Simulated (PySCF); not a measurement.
PySCF input for Si(H)2(OMe)(NH2) (CH₇NOSi), SMILES CO[SiH2]N, TDDFT-PBE/def2-SVPD. Geometry: B3LYP-D3(BJ)/def2-SVP. Other conformers were not sampled.

```python
import numpy as np
from pyscf import gto, scf, dft, tdscf

mol = gto.M(
    atom='''
    Si    0.47702071    0.52298927    0.00000000
    N    -0.39536315    2.00262910   -0.00000000
    O    -0.53650359   -0.80857367    0.00000000
    C    -0.09066023   -2.14160096   -0.00000001
    H     1.32200359    0.48076788   -1.22946949
    H     1.32200360    0.48076788    1.22946947
    H    -0.89503150    2.29337444    0.83515973
    H    -0.89503151    2.29337444   -0.83515972
    H     0.51807221   -2.37901466   -0.89447961
    H     0.51807221   -2.37901466    0.89447961
    H    -0.96484636   -2.81231361    0.00000001
    ''',
    basis='def2-SVPD',
    charge=0,
    spin=0,
    symmetry=True,
    max_memory=1600,
    verbose=4,
)
mf = dft.RKS(mol, xc='pbe').density_fit(auxbasis='def2-universal-jkfit')
mf.grids.level = 3
mf.conv_tol = 1e-9
mf.max_cycle = 100
mf.kernel()
mf.grids = dft.Grids(mol).set(level=1).build(with_non0tab=True)  # coarser grid for the response kernel
td = tdscf.TDDFT(mf)
td.singlet = True
td.nstates = 10
td.conv_tol = 1e-4
td.positive_eig_threshold = 1e-6
td.kernel(x0=td.get_init_guess(mf, 15))
td.analyze()
tt = tdscf.TDA(mf)
tt.singlet = False
tt.nstates = 4
tt.conv_tol = 1e-4
tt.positive_eig_threshold = 1e-6
tt.kernel(x0=tt.get_init_guess(mf, 9))
tt.analyze(verbose=3)
```

Output:

```
PySCF version 2.14.0

[INPUT] verbose = 4
[INPUT] num. atoms = 11
[INPUT] num. electrons = 42
[INPUT] charge = 0
[INPUT] spin (= nelec alpha-beta = 2S) = 0
[INPUT] symmetry True subgroup None
[INPUT] Mole.unit = angstrom
[INPUT] Symbol           X                Y                Z      unit          X                Y                Z       unit  Magmom
[INPUT]  1 Si     0.477020710000   0.522989270000   0.000000000000 AA    0.901438497646   0.988306486386   0.000000000000 Bohr   0.0
[INPUT]  2 N     -0.395363150000   2.002629100000   0.000000000000 AA   -0.747128073245   3.784420528084   0.000000000000 Bohr   0.0
[INPUT]  3 O     -0.536503590000  -0.808573670000   0.000000000000 AA   -1.013844849946  -1.527982787834   0.000000000000 Bohr   0.0
[INPUT]  4 C     -0.090660230000  -2.141600960000  -0.000000010000 AA   -0.171323005090  -4.047039282506  -0.000000018897 Bohr   0.0
[INPUT]  5 H      1.322003590000   0.480767880000  -1.229469490000 AA    2.498224720792   0.908519622688  -2.323360614609 Bohr   0.0
[INPUT]  6 H      1.322003600000   0.480767880000   1.229469470000 AA    2.498224739689   0.908519622688   2.323360576814 Bohr   0.0
[INPUT]  7 H     -0.895031500000   2.293374440000   0.835159730000 AA   -1.691364407859   4.333849592678   1.578223159966 Bohr   0.0
[INPUT]  8 H     -0.895031510000   2.293374440000  -0.835159720000 AA   -1.691364426756   4.333849592678  -1.578223141068 Bohr   0.0
[INPUT]  9 H      0.518072210000  -2.379014660000  -0.894479610000 AA    0.979014589648  -4.495686153725  -1.690321486908 Bohr   0.0
[INPUT] 10 H      0.518072210000  -2.379014660000   0.894479610000 AA    0.979014589648  -4.495686153725   1.690321486908 Bohr   0.0
[INPUT] 11 H     -0.964846360000  -2.812313610000   0.000000010000 AA   -1.823295372684  -5.314502499287   0.000000018897 Bohr   0.0

nuclear repulsion = 179.042545535937
point group symmetry = Cs
symmetry origin: [ 1.34980437e-09  3.14954350e-09 -2.69960876e-09]
symmetry axis x: [ 1.00000000e+00 -1.54655896e-09 -2.64013254e-09]
symmetry axis y: [-1.54655897e-09 -1.00000000e+00 -1.27968002e-09]
symmetry axis z: [ 2.64013254e-09 -1.27967996e-09  1.00000000e+00]
num. orbitals of irrep A' = 91
num. orbitals of irrep A" = 52
number of shells = 63
number of NR pGTOs = 205
number of NR cGTOs = 143
basis = def2-SVPD
ecp = {}


[settings echo left out]
init E= -461.353228402107
HOMO (A') = -0.325218007182527  LUMO (A') = -0.0407958255475167  gap/eV = 7.73952
cycle= 1 E= -461.134661089688  delta_E= 0.219  |g|= 0.815  |ddm|= 3.95
HOMO (A") = -0.0789709690337443  LUMO (A') = 0.0172634455501577  gap/eV = 2.61867
cycle= 2 E= -460.499965742288  delta_E= 0.635  |g|=  1.9  |ddm|= 2.94
HOMO (A') = -0.223506353684881  LUMO (A') = -0.00810845630821033  gap/eV = 5.86128
cycle= 3 E= -461.262679212342  delta_E= -0.763  |g|= 0.203  |ddm|= 2.18
HOMO (A") = -0.230366265499661  LUMO (A') = -0.0123426514264668  gap/eV = 5.93272
cycle= 4 E= -461.268403157408  delta_E= -0.00572  |g|= 0.132  |ddm|= 0.37
HOMO (A') = -0.233552500066899  LUMO (A') = -0.0100682346698497  gap/eV = 6.08132
cycle= 5 E= -461.271966051  delta_E= -0.00356  |g|= 0.0216  |ddm|= 0.168
HOMO (A") = -0.233949407822856  LUMO (A') = -0.0104352045762854  gap/eV = 6.08213
cycle= 6 E= -461.272092449276  delta_E= -0.000126  |g|= 0.00672  |ddm|= 0.0309
HOMO (A") = -0.234377919052267  LUMO (A') = -0.01040800223331  gap/eV = 6.09453
cycle= 7 E= -461.272103870422  delta_E= -1.14e-05  |g|= 0.00107  |ddm|= 0.00692
HOMO (A") = -0.234453451498408  LUMO (A') = -0.0103937544247423  gap/eV = 6.09697
cycle= 8 E= -461.272104117204  delta_E= -2.47e-07  |g|= 0.000249  |ddm|= 0.0017
HOMO (A") = -0.234465617834463  LUMO (A') = -0.0103927108103732  gap/eV = 6.09733
cycle= 9 E= -461.272104133237  delta_E= -1.6e-08  |g|= 4.58e-05  |ddm|= 0.000425
HOMO (A") = -0.23447374279389  LUMO (A') = -0.010398393511784  gap/eV = 6.09740
cycle= 10 E= -461.272104133824  delta_E= -5.87e-10  |g|= 1.62e-05  |ddm|= 9.73e-05
HOMO (A") = -0.234470152860639  LUMO (A') = -0.0103965666187573  gap/eV = 6.09735
Extra cycle  E= -461.272104133811  delta_E= 1.28e-11  |g|= 1.72e-05  |ddm|= 6.39e-05
converged SCF energy = -461.272104133811
tot grids = 39200
Overwritten attributes  positive_eig_threshold  of <class 'pyscf.tdscf.rks.CasidaTDDFT'>


******** <class 'pyscf.tdscf.rks.CasidaTDDFT'> for <class 'pyscf.df.df_jk.DFSymAdaptedRKS'> ********
nstates = 10 singlet
deg_eia_thresh = 1.000e-03
wfnsym = None
conv_tol = 0.0001
eigh lindep = 1e-12
eigh level_shift = 0
eigh max_cycle = 100


Excitation energies (eV)
[6.11265373 6.26656804 6.51784685 6.60482029 6.94538942 7.11392137
 7.31018178 7.35562274 7.54283981 7.56841619]

** Singlet excitation energies and oscillator strengths **
Excited State   1:   A"      6.11265 eV    202.83 nm  f=0.0003
      21 -> 22       -0.70685
Excited State   2:   A'      6.26657 eV    197.85 nm  f=0.0367
      20 -> 22       -0.70351
Excited State   3:   A"      6.51785 eV    190.22 nm  f=0.0113
      21 -> 23        0.70634
Excited State   4:   A'      6.60482 eV    187.72 nm  f=0.0059
      20 -> 23       -0.68812
      20 -> 24        0.14921
Excited State   5:   A'      6.94539 eV    178.51 nm  f=0.0159
      19 -> 22       -0.69814
Excited State   6:   A"      7.11392 eV    174.28 nm  f=0.0165
      21 -> 24       -0.70198
Excited State   7:   A'      7.31018 eV    169.60 nm  f=0.0085
      19 -> 23        0.70209
Excited State   8:   A'      7.35562 eV    168.56 nm  f=0.0408
      20 -> 23        0.13884
      20 -> 24        0.66454
      20 -> 25        0.11140
Excited State   9:   A"      7.54284 eV    164.37 nm  f=0.0243
      21 -> 25       -0.69382
      21 -> 26       -0.10198
Excited State  10:   A'      7.56842 eV    163.82 nm  f=0.0173
      20 -> 24       -0.10158
      20 -> 25        0.69246

** Transition electric dipole moments (AU) **
state          X           Y           Z        Dip. S.      Osc.
  1        -0.0000     -0.0000      0.0461      0.0021      0.0003
  2        -0.3474     -0.3439      0.0000      0.2390      0.0367
  3         0.0000     -0.0000     -0.2664      0.0709      0.0113
  4         0.1239     -0.1463     -0.0000      0.0367      0.0059
  5        -0.1542      0.2634     -0.0000      0.0932      0.0159
  6         0.0000     -0.0000     -0.3076      0.0946      0.0165
  7        -0.1431      0.1649     -0.0000      0.0477      0.0085
  8        -0.2311      0.4156      0.0000      0.2262      0.0408
  9        -0.0000      0.0000     -0.3624      0.1314      0.0243
 10         0.2772     -0.1292     -0.0000      0.0936      0.0173

** Transition velocity dipole moments (imaginary part, AU) **
state          X           Y           Z        Dip. S.      Osc.
  1         0.0000      0.0000      0.0139      0.0002      0.0006
  2        -0.0833     -0.0859      0.0000      0.0143      0.0415
  3        -0.0000      0.0000     -0.0738      0.0054      0.0151
  4         0.0266     -0.0335     -0.0000      0.0018      0.0050
  5        -0.0378      0.0683     -0.0000      0.0061      0.0159
  6        -0.0000      0.0000     -0.0815      0.0066      0.0170
  7        -0.0420      0.0470     -0.0000      0.0040      0.0099
  8        -0.0603      0.1138      0.0000      0.0166      0.0409
  9         0.0000     -0.0000     -0.1032      0.0107      0.0256
 10         0.0815     -0.0374     -0.0000      0.0080      0.0193

** Transition magnetic dipole moments (imaginary part, AU) **
state          X           Y           Z
  1         0.0779      0.7386      0.0000
  2        -0.0000      0.0000     -0.5583
  3        -0.1535     -0.4065      0.0000
  4        -0.0000     -0.0000      0.1410
  5        -0.0000     -0.0000     -0.0288
  6        -0.3316      0.5475      0.0000
  7        -0.0000      0.0000      0.4143
  8         0.0000     -0.0000     -0.4672
  9         0.2050     -0.4342     -0.0000
 10        -0.0000     -0.0000      0.4433
Overwritten attributes  positive_eig_threshold  of <class 'pyscf.tdscf.rks.TDA'>


******** <class 'pyscf.tdscf.rks.TDA'> for <class 'pyscf.df.df_jk.DFSymAdaptedRKS'> ********
nstates = 4 triplet
deg_eia_thresh = 1.000e-03
wfnsym = None
conv_tol = 0.0001
eigh lindep = 1e-12
eigh level_shift = 0
eigh max_cycle = 100


Excitation energies (eV)
[5.93336276 6.02880573 6.35875185 6.41480575]

** Triplet excitation energies and oscillator strengths **
Excited State   1:   A'      5.93336 eV    208.96 nm  f=0.0000
Excited State   2:   A"      6.02881 eV    205.65 nm  f=0.0000
Excited State   3:   A"      6.35875 eV    194.98 nm  f=0.0000
Excited State   4:   A'      6.41481 eV    193.28 nm  f=0.0000
```

The run converged.

Cost: roughly 40 core-seconds.
